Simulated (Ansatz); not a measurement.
This geometry of AlF₂H₃O (7 atoms, charge 0, multiplicity 1) is a first-order saddle point.

Level of theory: RKS B3LYP/def2-SVP (Ansatz).

```xyz
7
Properties=species:S:1:pos:R:3
Al 0.052 -0.248 -0.066
H 0.006 -0.047 1.675
F 1.462 0.318 -0.729
F -1.400 0.131 -0.776
O 0.116 -1.947 0.602
H -0.557 -2.636 0.501
H -0.007 -1.097 1.518
```

Q: Which two structures does it join? (They come from a converged band through this point; their orientation in space is the band's.)

A: Bonds broken: Al1–H2, O5–H7. Bonds formed: H2–H7. AlF2H3O becomes AlF2HO + H2.

Image 0:

```xyz
7
Properties=species:S:1:pos:R:3
Al 0.068 0.028 0.139
H -0.040 0.779 1.521
F 1.459 0.211 -0.768
F -1.337 -0.270 -0.746
O 0.108 -1.883 0.685
H -0.675 -2.280 0.264
H 0.089 -2.110 1.628
```

Image 6:

```xyz
7
Properties=species:S:1:pos:R:3
Al 0.022 -0.592 -0.224
H 0.125 0.255 1.827
F 1.399 0.291 -0.472
F -1.426 0.132 -0.584
O 0.136 -2.243 0.117
H -0.586 -2.877 0.102
H 0.001 -0.490 1.958
```

Q: How far does it lie above each of them?

A: 0.88 eV above the first and 0.82 eV above the second. This is the barrier of this one path; another mechanism may lie lower. The orbitals stay closed-shell, which can raise the energy where a bond breaks towards radicals; this wasn't checked here.

Time of the run: 2.6 min on 1 thread of Arm Neoverse V2, with other jobs on the host, peak memory 0.14 GiB.
